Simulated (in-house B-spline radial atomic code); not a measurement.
A fraction x of an electron is removed from 3p in Cl II (Cl+), starting from [Ne] 3s2 3p4 and keeping the highest spin. Level of theory: scalar-relativistic (X2C) SCAN, spin-polarised, spherical fractional occupations, Fermi nucleus of rms radius 3.3654 fm; calculated with an all-electron radial atomic-structure program (B-spline basis).

```json
{"x": "0", "E(x) - E(0) (eV)": "0.0000", "3p down level (eV)": "-18.103"}
{"x": "0.07", "E(x) - E(0) (eV)": "1.2924", "3p down level (eV)": "-18.823"}
{"x": "0.23", "E(x) - E(0) (eV)": "4.4365", "3p down level (eV)": "-20.480"}
{"x": "0.26", "E(x) - E(0) (eV)": "5.0556", "3p down level (eV)": "-20.792"}
{"x": "0.41", "E(x) - E(0) (eV)": "8.2917", "3p down level (eV)": "-22.358"}
{"x": "0.5", "E(x) - E(0) (eV)": "10.3463", "3p down level (eV)": "-23.300"}
{"x": "0.57", "E(x) - E(0) (eV)": "12.0030", "3p down level (eV)": "-24.034"}
{"x": "0.67", "E(x) - E(0) (eV)": "14.4589", "3p down level (eV)": "-25.085"}
{"x": "0.81", "E(x) - E(0) (eV)": "18.0742", "3p down level (eV)": "-26.563"}
{"x": "0.93", "E(x) - E(0) (eV)": "21.3382", "3p down level (eV)": "-27.843"}
{"x": "1", "E(x) - E(0) (eV)": "23.3143", "3p down level (eV)": "-"}
```

The exact functional would give a straight line between the two integer points. Deviations E(x) - E(0) - x[E(1) - E(0)], in eV: -0.34 at x = 0.07, -0.926 at x = 0.23, -1.006 at x = 0.26, -1.267 at x = 0.41, -1.311 at x = 0.5, -1.286 at x = 0.57, -1.162 at x = 0.67, -0.81 at x = 0.81, -0.344 at x = 0.93.

The curve lies below the straight line by up to 1.311 eV (at x = 0.5): convex, the delocalisation error that favours fractional charges.

Task: How well does Slater's transition state (minus the level at half occupation) give the ionisation energy?

Result: It gives 23.300 eV against 23.314 eV from the two total energies; NIST lists 23.81 eV, ground level to ground level.
